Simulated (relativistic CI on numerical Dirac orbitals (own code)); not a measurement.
# Electric-dipole transitions in Pt LXXIV

Calculated at this level of theory: Dirac-Coulomb-Breit CI, KLI orbitals optimised for each configuration, model QED (radiative potential, 1s self-energy scaled to tabulated hydrogen-like ionisation energies), unscaled Slater integrals (own radial code, finite nucleus).

CI space (outside the closed core 1s2): 2s²2p, 2s2p², 2p³, 2p²3s, 2p²3p, 2s²3s, 2p²3d, 2s²3p, 2s²3d, 2s2p3s, 2s2p3p, 2s2p3d, 2s²4s, 2s²4p, 2s²4d, 2s²4f. Levels of other configurations are missing.

```csv
λ vac (Å),Lower,Upper,A (s⁻¹),E lower (eV),E upper (eV)
0.9729,2s²2p ²P°1/2 [1],2s²3d ²D3/2 [27],1.93e+15,0.0,12743.2
0.9747,2s2p² ²D3/2 [7],2s2p3d ²F°5/2 [72],1.91e+15,2199.7,14919.5
0.9757,2s2p² ²D5/2 [5],2s2p3d ⁴F°7/2 [66],1.97e+15,2118.2,14824.8
0.9776,2s2p² ⁴P1/2 [2],2s2p3d ²P°3/2 [35],2.36e+15,298.9,12981.4
0.9779,2p³ ²D°5/2 [13],2p²3d ²F7/2 [122],1.97e+15,4342.4,17020.7
0.9811,2p³ ²P°3/2 [8],2p²3d ²D5/2 [93],2.46e+15,2508.4,15146.1
1.1250,2s²2p ²P°3/2 [3],2s²3d ²D5/2 [29],1.77e+15,1865.1,12885.5
1.1256,2s2p² ⁴P5/2 [9],2s2p3d ⁴D°7/2 [76],2.71e+15,3959.2,14974.0
1.1262,2s2p² ⁴P3/2 [4],2s2p3d ⁴P°5/2 [37],1.78e+15,2076.0,13085.1
1.1263,2s2p² ⁴P5/2 [9],2s2p3d ²D°5/2 [75],1.53e+15,3959.2,14966.9
1.1273,2s2p² ²D5/2 [5],2s2p3d ²F°7/2 [38],1.97e+15,2118.2,13116.8
1.1281,2s2p² ²P3/2 [11],2s2p3d ²D°5/2 [83],2.56e+15,4078.5,15069.1
1.1300,2p³ ⁴S°3/2 [12],2p²3d ²D5/2 [100],1.94e+15,4319.3,15291.2
1.1314,2p³ ²P°3/2 [15],2p²3d ²P3/2 [131],2.94e+15,6231.4,17190.1
1.1316,2p³ ²P°3/2 [15],2p²3d ²D5/2 [130],2.42e+15,6231.4,17188.4
1.1316,2p³ ²D°5/2 [13],2p²3d ²F7/2 [101],3.15e+15,4342.4,15298.8
1.1344,2s2p² ²D3/2 [7],2s2p3d ²F°5/2 [39],1.55e+15,2199.7,13129.3
1.1344,2p³ ²P°3/2 [8],2p²3d ²D5/2 [43],1.94e+15,2508.4,13437.6
3.2377,2s²3d ²D3/2 [27],2s²4f ²F°5/2 [115],4.06e+14,12743.2,16572.6
3.3363,2s²3d ²D5/2 [29],2s²4f ²F°7/2 [116],3.70e+14,12885.5,16601.7
```

Terms are leading LS components. Brackets give the number of a level in order of energy, since labels repeat. The list gives strong lines, with weight on those to low levels, without lines whose two gauges differ by over a factor of 2.5. Levels whose partners in the same complex of configurations lie outside the list can be far off, and so can their lines. Rates are taken at the computed energies, electric ones in the length gauge.

At this charge energies of transitions that change n are usually good to better than 1 %, and those within a shell (Δn = 0) to a few per cent.

LS names give the leading component of a level, which can be under half, so a name can repeat, a term be missing and a line seem to break the LS rules.
